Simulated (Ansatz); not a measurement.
Species: trifluoro(isocyanato)silane, CF$_{3}$NOSi, net charge 0, singlet state. 
Coordinates optimised at B3LYP-D3(BJ)/def2-TZVP (Ansatz, a quantum-chemistry and plane-wave program):
SMILES: O=C=N[Si](F)(F)F
```xyz
7

O      3.2467    -0.1067    -0.2157
C      2.0996    -0.0895    -0.0398
N      0.9217    -0.0790     0.1757
Si    -0.7376     0.0254     0.0432
F     -1.4002    -0.2320     1.4439
F     -1.1694     1.4519    -0.4580
F     -1.2856    -1.0436    -0.9715
```

Total electronic energies in hartree. Cores are frozen in the correlated levels unless marked. Spin-orbit coupling is left out. Non-relativistic. CBS(X,Y): correlation extrapolated as X^-3; Hartree-Fock from the larger set.

| level | program | energy (Eh) |
|---|---|---|
| HF/cc-pV(T+d)Z | Ansatz | -754.91079 |
| RI-HF/cc-pV(T+d)Z | Ansatz | -754.91058 |
| BLYP-D3(BJ)/def2-TZVPD | Ansatz + dftd3 | -757.55741 |
| r2SCAN-D3(BJ)/def2-TZVPD | Ansatz + dftd3 | -757.36600 |
| B3LYP/def2-TZVPD | Ansatz | -757.60674 |
| PBE0-D4/def2-TZVPD | Ansatz + dftd4 | -757.00113 |
| CAM-B3LYP-D3(BJ)/def2-TZVPD | Ansatz + dftd3 | -757.47753 |
| wB97X-V/def2-TZVPD | Ansatz | -757.38448 |
| MP2/CBS(cc-pV(T+d)Z,cc-pV(Q+d)Z) | Ansatz | -756.5834 |
| SCS-MP2/cc-pV(D+d)Z | Ansatz | -755.76138 |
| SCS-MP2/cc-pwCVTZ | Ansatz | -756.32336 |
| CCSD/CBS(aug-cc-pV(T+d)Z,aug-cc-pV(Q+d)Z) | Ansatz | -756.5608 |
| CCSD(T)/6-31G* | Ansatz | -755.75705 |
| CCSD(T)/aug-cc-pV(D+d)Z | Ansatz | -755.97679 |
| CCSD(T)/CBS(aug-cc-pV(T+d)Z,aug-cc-pV(Q+d)Z) | Ansatz | -756.6264 |

Totals of different functionals don't rank their quality; only differences between species are comparable.
